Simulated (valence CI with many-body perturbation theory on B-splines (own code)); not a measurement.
Tb XV: key properties

Level of theory: valence CI with perturbative core correlation (CI+MBPT): five valence electrons over a frozen Dirac-Fock core [Kr] 4d10, radial functions for each j: 7 s, 7 p, 7 d, 7 f, 4 g, 2 h, with the one-electron correlation potential Σ1, the two-electron term Σ2, the three-electron term Σ3, Breit, model QED; selected CI, second order for the rest, scaled by the run's own slope (own B-spline code, finite nucleus).

No measured levels were compared; by estimate terms of the open shell hold to a few per cent of their energy, and close levels can change places; configurations with another count of f electrons can be misplaced by thousands of cm⁻¹. Core correlation moves these levels by up to 50000 cm⁻¹, and in measured spectra 5 to 20 % of such shifts remained as error; rates that hang on mixing are uncertain with them. Among the levels kept, up to 960 cm⁻¹ of a level comes from second order outside the variational space, and about a tenth of that is noise between levels of different J, which matters for small intervals. The lowest computed level is not the ground level that NIST lists (6H°5/2, for many ions itself from theory).

Rates and lifetimes use the calculated energies. Strong lines usually hold to 10 to 20 %, long lifetimes can be off by a factor of two.

(1) What is the ground level?

(2) How is the term 6I of the ground level split?

(3) What is the ionisation energy?

(4) Name the longest-lived excited levels whose lifetime is computed, and their main decay.

(5) How well does LS coupling describe the low levels?

(6) Where does the other parity begin?

Results:

(1) 4f4 5s 6I_7/2, composition 95 % 4f4 5s 6I + 4 % 4f4 5s 4H, g = 0.451.

(2) J = 7/2 at 0.0, J = 9/2 at 2411, J = 11/2 at 5268, J = 13/2 at 8409, J = 15/2 at 11706, J = 17/2 at 15075 cm⁻¹.

(3) 289.13 eV; NIST lists 294 ± 15 eV (theoretical).

(4) 4f4 5s 6F_3/2 at 23167 cm⁻¹ lives 88.5 s, mostly by M1 to 4f4 5s 6F_1/2; 4f4 5s 6S_5/2 at 26788 cm⁻¹ lives 13.7 s, mostly by M1 to 4f4 5s 6F_3/2. The lifetime of 4f4 5s 6F_1/2 is too uncertain to give, and may be longer.

(5) Among the lowest 20 levels the leading LS term, summed over configurations, holds 93 % on average. For single configurations the figures are 92 % in LS and 53 % in jj coupling. Terms mix most in the J = 13/2 level at 29421 cm⁻¹, where the leading one holds 84 %.

(6) At 4f3 5s2 4I°_9/2, 19934 cm⁻¹.
